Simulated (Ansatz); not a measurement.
`C#C[SiH2][AlH][Cl]` and `C#C[SiH2]F` differ in one atom or group.

Ansatz, PBE0-D4/def2-TZVP geometries, multiplicity 1. Each molecule was computed in one conformer, which needn't be the lowest.

```csv
property,`C#C[SiH2][AlH][Cl]`
size of the dipole moment (B3LYP/def2-TZVPP) / D,1.54
HOMO energy (PBE0/def2-TZVPP) / eV,-7.55
HOMO–LUMO gap (ωB97M-V/def2-TZVPP) / eV,9.17
HOMO–LUMO gap (PBE0/def2-TZVPP) / eV,5.50
zero-point energy (PBE0-D4/def2-TZVP) / kJ/mol,117.0
LUMO energy (PBE0/def2-TZVPP) / eV,-2.05
```

Task: What does the change do to each property? (An estimate is asked.)

Result: Computed: 
```json
{"property": "size of the dipole moment (B3LYP/def2-TZVPP) / D", "`C#C[SiH2]F`": "1.66", "shift": "0.12"}
{"property": "HOMO energy (PBE0/def2-TZVPP) / eV", "`C#C[SiH2]F`": "-8.57", "shift": "-1.02"}
{"property": "HOMO–LUMO gap (ωB97M-V/def2-TZVPP) / eV", "`C#C[SiH2]F`": "11.90", "shift": "2.73"}
{"property": "HOMO–LUMO gap (PBE0/def2-TZVPP) / eV", "`C#C[SiH2]F`": "7.70", "shift": "2.20"}
{"property": "zero-point energy (PBE0-D4/def2-TZVP) / kJ/mol", "`C#C[SiH2]F`": "102.8", "shift": "-14.2"}
{"property": "LUMO energy (PBE0/def2-TZVPP) / eV", "`C#C[SiH2]F`": "-0.87", "shift": "1.18"}
```

With PBE0 the HOMO falls by 1.02 eV and the LUMO rises by 1.18 eV, so the gap widens by about 2.20 eV. PBE moves the HOMO by -0.88 eV and ωB97M-V by -1.28 eV. The zero-point energy changes by -14.2 kJ/mol with -6 modes. Dipoles are sizes alone; their direction can turn.

B3LYP here is the variant with VWN-RPA as its local correlation; programs differ in this.
